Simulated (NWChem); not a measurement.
Molecule: BeF, doublet; SMILES [F][Be]

```xyz
2

Be     0.0000     0.0000    -0.9672
F      0.0000     0.0000     0.4299
```
Atoms are numbered in this order, from 1.

All runs: NWChem. Pople sets run with spherical d functions. Spin-unrestricted. All runs use the structure optimised with PBE0/def2-SVP, spin-unrestricted. This spin state was assumed; another may lie lower. No stability test was run on the SCF state.

For level TPSS/6-31+G*:

```yaml
highest occupied level (eV): -5.53
lowest empty minus highest occupied level, either spin (eV): 1.11
dipole (D): 1.24
```

### Question
What are these values for level TPSS/STO-3G?

### Answer
highest occupied level (eV): -3.29
lowest empty minus highest occupied level, either spin (eV): 2.26
dipole (D): 0.40
